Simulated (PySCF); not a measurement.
**Dipole moment and polarisability of diethyl sulfone**

Species: diethyl sulfone, C4H10O2S.
Geometry (GFN2-xTB, Å), atoms numbered from 1 in this order:
```xyz
17
C4H10O2S angstrom
C      2.699    0.081    0.221
C      1.411   -0.645   -0.097
S      0.028    0.447    0.396
O      0.077    0.628    1.822
O      0.065    1.627   -0.424
C     -1.484   -0.497   -0.015
C     -2.672    0.356    0.372
H      2.734    0.304    1.285
H      2.728    1.021   -0.326
H      3.567   -0.517   -0.049
H      1.302   -1.563    0.473
H      1.294   -0.835   -1.160
H     -1.449   -0.694   -1.083
H     -1.437   -1.423    0.550
H     -2.627    0.579    1.435
H     -2.635    1.295   -0.176
H     -3.610   -0.150    0.151
```

Level: CAM-B3LYP/def2-SVPD (PySCF), static field, nuclei fixed, core orbitals frozen in the response. The polarisability tensor in these axes (au):

```
x   91.43 -1.11 -0.62
y   -1.11 69.17  1.06
z   -0.62  1.06 67.29
```

Task: Diagonalise the tensor; give its mean and Δα, where Δα² is half the sum of the squared differences of the eigenvalues.

Result: Principal values 66.81, 69.57 and 91.50 au; mean 75.96 au = 11.26 Å³ = 12.52 × 10⁻⁴⁰ C²·m²/J; Δα = 23.43 au (31 % of the mean).

Task: What is the dipole moment, and where does it point?

Result: (-0.26, -4.13, -1.84) D, 4.53 D in size, pointing from the negative to the positive side. Measured along this direction, the outermost atoms are O5 and O4 at the negative end and H14, H11, H12 and H13 at the positive end.

Task: What are the principal values of the traceless quadrupole moment, Θ = ½Σq(3rr − r²1), about the centre of nuclear charge?

Result: -8.85, -2.42, 11.27 D·Å. The values depend on the origin, since the dipole doesn't vanish. The electronic extent ⟨r²⟩ about the same centre is 976 bohr², a root-mean-square distance of 2.03 Å for the 66 electrons.

Task: Refractivity n − 1 of an ideal gas of it at 400 K and 1 atm, from the electronic α?

Result: N = p/kT = 1.8347 × 10¹⁹ cm⁻³, so n − 1 = 2π × N × 11.26 × 10⁻²⁴ cm³ = 1298 × 10⁻⁶ at long wavelengths, for an ideal gas.

Task: Sum over states: ᾱ = Σ f/ω², ω in Eh. What share falls to these 8 lowest TDDFT singlets (eV, f)? 7.57, 0.0070; 8.09, 0.0136; 8.38, 0.0014; 8.42, 0.0000; 8.65, 0.0198; 8.79, 0.0000; 8.81, 0.0014; 8.85, 0.3862.

Result: They add up to 4.12 au, 5.4 % of the 75.96 au; the largest single term is 3.65 au, from the state at 8.85 eV. Terms in order: 0.09, 0.15, 0.01, 0.00, 0.20, 0.00, 0.01, 3.65 au. Higher excitations give the rest. The strengths listed sum to 0.429.

Task: Rayleigh depolarisation ratio (linearly polarised light, static tensor)?

Result: ρ = 3Δα²/(45ᾱ² + 4Δα²) = 1647.0/(259659 + 2196.1) = 0.00629.

Task: What molar refraction does this α imply?

Result: Lorentz–Lorenz: R = (4π/3)N_A α = 2.5225 cm³/(mol·Å³) × 11.26 Å³ = 28.4 cm³/mol, in the limit of long wavelengths.

One conformer (not necessarily the lowest) at the GFN2-xTB geometry, without solvent, vibrations or thermal averaging.
